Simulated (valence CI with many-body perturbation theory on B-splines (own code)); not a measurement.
**E1 line list for Ba49+**

Method: configuration interaction combined with many-body perturbation theory (CI+MBPT): five valence electrons over a frozen Dirac-Fock core [He], radial functions for each j: 9 s, 9 p, 8 d, 6 f, 3 g, 1 h, with the one-electron correlation potential Σ1, the two-electron term Σ2, the three-electron term Σ3, Breit, model QED; selected CI, second order for the rest (own B-spline code, finite nucleus).

The last digits are not significant, and no measured levels were compared; by estimate large intervals hold to a few tenths of a per cent, small ones and those within an open d or f shell to about a per cent. Among the levels kept, up to 1200 cm⁻¹ of a level comes from second order outside the variational space, and about a tenth of that is noise between levels of different J, which matters for small intervals.

Lines 151 to 200 of 266 in falling wavelength, among levels below 429.79 Ry, chosen from the strongest by gf and those to the six lowest levels. Wavelengths and rates use the calculated energies. Electric multipoles are in the length gauge, E1 and E2 with the static RPA response of the core. Weak lines are less certain than strong ones. Lines between different terms over intervals too small for the method are left out, as are lines whose strength nearly cancels. The highest levels of a list are the least certain.

Levels are named by their leading jj configuration (3d3/2^4 stands for four electrons in 3d with j = 3/2), which in mixed levels can hold well under half, so a name can repeat and another be missing. Letters in brackets count levels of one name in rising energy.

```
λ vac (nm)                               Upper                       Lower   A (s⁻¹)  log gf  Branch %
    0.2516     (2s^2 2p1/2 2p3/2 3s) J=3/2 [a]  (2s^2 2p1/2 2p3/2^2) J=5/2  6.03e+12   -1.64      14.8
    0.2513             (2s^2 2p3/2^2 3s) J=5/2        (2s^2 2p3/2^3) J=3/2  1.06e+13   -1.22      54.3
    0.2509             (2s^2 2p3/2^2 3s) J=3/2        (2s^2 2p3/2^3) J=3/2  6.59e+13   -0.60      79.7
    0.2509             (2s^2 2p1/2^2 3s) J=1/2  (2s^2 2p1/2^2 2p3/2) J=3/2  5.76e+13   -0.96      99.9
    0.2507  (2s^2 2p1/2 2p3/2 3p3/2) J=5/2 [b]  (2s 2p1/2^2 2p3/2^2) J=5/2  1.15e+12   -2.19      53.3
    0.2507         (2s^2 2p1/2 2p3/2 3s) J=5/2  (2s^2 2p1/2 2p3/2^2) J=5/2  2.79e+13   -0.80      69.1
    0.2506     (2s 2p1/2^2 2p3/2 3s) J=3/2 [a]  (2s 2p1/2^2 2p3/2^2) J=5/2  2.39e+13   -1.05      55.8
    0.2505     (2s^2 2p1/2 2p3/2 3s) J=3/2 [a]  (2s^2 2p1/2 2p3/2^2) J=3/2  2.44e+13   -1.04      59.9
    0.2505     (2s^2 2p1/2 2p3/2 3s) J=3/2 [b]  (2s^2 2p1/2 2p3/2^2) J=5/2  4.26e+13   -0.79      52.5
    0.2502         (2s^2 2p1/2 2p3/2 3s) J=1/2  (2s^2 2p1/2 2p3/2^2) J=3/2  5.07e+13   -1.02      58.8
    0.2497         (2s^2 2p1/2 2p3/2 3s) J=5/2  (2s^2 2p1/2 2p3/2^2) J=3/2  2.00e+12   -1.95       5.0
    0.2494     (2s^2 2p1/2 2p3/2 3s) J=3/2 [b]  (2s^2 2p1/2 2p3/2^2) J=3/2  8.57e+12   -1.50      10.5
    0.2490             (2s^2 2p3/2^2 3s) J=1/2        (2s^2 2p3/2^3) J=3/2  2.84e+13   -1.28      64.1
    0.2482     (2s 2p1/2^2 2p3/2 3s) J=3/2 [b]  (2s 2p1/2^2 2p3/2^2) J=5/2  7.16e+12   -1.58      21.6
    0.2426      (2s 2p1/2^2 2p3/2 3d3/2) J=3/2  (2s 2p1/2^2 2p3/2^2) J=1/2  1.94e+13   -1.17      21.7
    0.2425      (2s 2p1/2^2 2p3/2 3d3/2) J=1/2  (2s 2p1/2^2 2p3/2^2) J=1/2  8.35e+12   -1.83      26.5
    0.2408          (2s^2 2p3/2^2 3p1/2) J=3/2  (2s 2p1/2^2 2p3/2^2) J=1/2  2.95e+10   -3.99       1.9
    0.2406      (2s 2p1/2^2 2p3/2 3d5/2) J=5/2  (2s 2p1/2^2 2p3/2^2) J=3/2  3.52e+13   -0.74      12.4
    0.2406      (2s 2p1/2^2 2p3/2 3d5/2) J=3/2  (2s 2p1/2^2 2p3/2^2) J=3/2  3.07e+13   -0.97      22.9
    0.2405      (2s 2p1/2^2 2p3/2 3d5/2) J=3/2  (2s 2p1/2^2 2p3/2^2) J=1/2  4.57e+13   -0.80      34.0
    0.2404  (2s^2 2p1/2 2p3/2 3d3/2) J=3/2 [a]  (2s^2 2p1/2 2p3/2^2) J=1/2  1.34e+13   -1.33       7.2
    0.2402  (2s^2 2p1/2 2p3/2 3d3/2) J=1/2 [a]  (2s^2 2p1/2 2p3/2^2) J=1/2  2.01e+13   -1.46      26.3
    0.2399  (2s 2p1/2^2 2p3/2 3p1/2) J=3/2 [a]  (2s^2 2p1/2 2p3/2^2) J=1/2  3.66e+12   -1.90       4.0
    0.2393      (2s 2p1/2^2 2p3/2 3d3/2) J=5/2  (2s 2p1/2^2 2p3/2^2) J=5/2  3.91e+13   -0.70      90.9
    0.2392      (2s 2p1/2^2 2p3/2 3d3/2) J=3/2  (2s 2p1/2^2 2p3/2^2) J=5/2  6.75e+13   -0.64      75.8
    0.2391      (2s 2p1/2^2 2p3/2 3d3/2) J=7/2  (2s 2p1/2^2 2p3/2^2) J=5/2  8.64e+11   -2.23      58.9
    0.2389  (2s^2 2p1/2 2p3/2 3d3/2) J=3/2 [b]  (2s^2 2p1/2 2p3/2^2) J=1/2  6.02e+12   -1.69       1.4
    0.2388  (2s^2 2p1/2 2p3/2 3d3/2) J=3/2 [a]  (2s^2 2p1/2 2p3/2^2) J=5/2  1.51e+13   -1.29       8.1
    0.2388  (2s^2 2p1/2 2p3/2 3d3/2) J=5/2 [a]  (2s^2 2p1/2 2p3/2^2) J=5/2  1.82e+13   -1.03      14.1
    0.2387  (2s^2 2p1/2 2p3/2 3d3/2) J=1/2 [b]  (2s^2 2p1/2 2p3/2^2) J=1/2  1.05e+13   -1.75       1.5
    0.2384      (2s 2p1/2^2 2p3/2 3p1/2) J=5/2  (2s^2 2p1/2 2p3/2^2) J=5/2  4.26e+12   -1.66       1.5
    0.2384  (2s 2p1/2^2 2p3/2 3p1/2) J=3/2 [a]  (2s^2 2p1/2 2p3/2^2) J=5/2  4.39e+12   -1.83       4.8
    0.2383  (2s^2 2p1/2 2p3/2 3d5/2) J=3/2 [a]  (2s^2 2p1/2 2p3/2^2) J=1/2  4.29e+13   -0.84       9.9
    0.2383          (2s^2 2p1/2^2 3d3/2) J=3/2  (2s^2 2p1/2^2 2p3/2) J=3/2  7.97e+13   -0.57      99.5
    0.2381      (2s^2 2p1/2 2p3/2 3d3/2) J=7/2  (2s^2 2p1/2 2p3/2^2) J=5/2  2.95e+11   -2.70      76.4
    0.2379  (2s^2 2p1/2 2p3/2 3d3/2) J=3/2 [a]  (2s^2 2p1/2 2p3/2^2) J=3/2  2.97e+13   -1.00      16.0
    0.2378  (2s^2 2p1/2 2p3/2 3d3/2) J=5/2 [a]  (2s^2 2p1/2 2p3/2^2) J=3/2  5.20e+10   -3.58       0.0
    0.2377  (2s^2 2p1/2 2p3/2 3d3/2) J=1/2 [a]  (2s^2 2p1/2 2p3/2^2) J=3/2  4.25e+13   -1.14      55.6
    0.2375  (2s^2 2p1/2 2p3/2 3d5/2) J=7/2 [a]  (2s^2 2p1/2 2p3/2^2) J=5/2  1.37e+13   -1.03      99.8
    0.2375  (2s^2 2p1/2 2p3/2 3d3/2) J=5/2 [b]  (2s^2 2p1/2 2p3/2^2) J=5/2  1.04e+12   -2.28       0.4
    0.2374      (2s 2p1/2^2 2p3/2 3p1/2) J=5/2  (2s^2 2p1/2 2p3/2^2) J=3/2  7.55e+10   -3.42       0.0
    0.2374  (2s 2p1/2^2 2p3/2 3p1/2) J=3/2 [a]  (2s^2 2p1/2 2p3/2^2) J=3/2  3.08e+11   -2.98       0.3
    0.2374  (2s^2 2p1/2 2p3/2 3d3/2) J=3/2 [b]  (2s^2 2p1/2 2p3/2^2) J=5/2  4.18e+13   -0.85       9.6
    0.2373          (2s^2 2p3/2^2 3p1/2) J=5/2  (2s 2p1/2^2 2p3/2^2) J=5/2  4.51e+13   -0.64      88.8
    0.2372      (2s 2p1/2^2 2p3/2 3d5/2) J=5/2  (2s 2p1/2^2 2p3/2^2) J=5/2  2.49e+14    0.10      87.3
    0.2372  (2s^2 2p1/2 2p3/2 3d5/2) J=3/2 [b]  (2s^2 2p1/2 2p3/2^2) J=1/2  4.09e+14    0.14      86.9
    0.2372      (2s 2p1/2^2 2p3/2 3d5/2) J=3/2  (2s 2p1/2^2 2p3/2^2) J=5/2  5.70e+13   -0.72      42.4
    0.2370      (2s^2 2p1/2 2p3/2 3d5/2) J=1/2  (2s^2 2p1/2 2p3/2^2) J=1/2  4.52e+14   -0.12      91.0
    0.2369      (2s 2p1/2^2 2p3/2 3p1/2) J=1/2  (2s^2 2p1/2 2p3/2^2) J=1/2  3.48e+13   -1.23      66.6
    0.2369      (2s 2p1/2^2 2p3/2 3d5/2) J=7/2  (2s 2p1/2^2 2p3/2^2) J=5/2  6.02e+14    0.61      99.8
```
